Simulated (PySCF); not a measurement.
NMR data simulated for an unnamed compound:

1H NMR (400 MHz, computed): δ 4.65 (m, 1H), 3.95 (m, 3H), 2.78 (m, 1H), 2.22 (m, 1H), 2.20 (m, 1H), 1.95 (m, 1H), 1.83 (m, 1H), 1.67 (m, 1H), 1.40 (m, 1H), 1.18 (m, 1H).

13C{1H} NMR (computed): δ 95.5 (C), 92.6 (CH), 48.1 (CH2), 40.3 (CH2), 36.8 (CH2), 23.1 (CH2).

Non-relativistic Hamiltonian, in vacuum, one averaged value for each set of equivalent atoms, one computed conformer. Coordinates at the GFN2-xTB level; shielding tensors at PBE0/pcSseg-1 (GIAO); PySCF 2.14.0 with density-fitted response routines.

δ = σ(ref) − σ, references computed at the same level: 1H (σ = 31.72 ppm), 13C (σ = 186.93 ppm) against TMS.

Question: Which of these does the molecule contain: a non-aromatic C=C double bond, a Si–H bond, an S-methyl group, an OH group?

Answer: 
- A non-aromatic C=C double bond: no.
- A Si–H bond: yes (δH 3.95 (m)).
- An S-methyl group: no.
- An OH group: no.

The data belong to `[SiH3][C@]1(F)CCC[C@@H](F)C1`, C$_{6}$H$_{12}$F$_{2}$Si; they needn't prove each group on their own.

Carbon signals by region: 2 at 50–100 ppm, 4 below 50 ppm.

Splittings by 19F in the carbon and heteronuclear signals aren't shown, as no couplings were computed. Shifts are as computed. Against solution values, carbons near 30 ppm lie about +3 ppm off and those near 130 ppm about +5 ppm. Of 1309 compounds with measured shifts, 239 miss one by over three times the rms of a fit or turn the order of signals round; such compounds aren't used in these exercises. No couplings were computed; multiplicities are counted from neighbouring protons, with m where these are inequivalent, close in shift, in a saturated or five-membered ring or joined by F or P, and br s for small geminal =CH2 splittings.
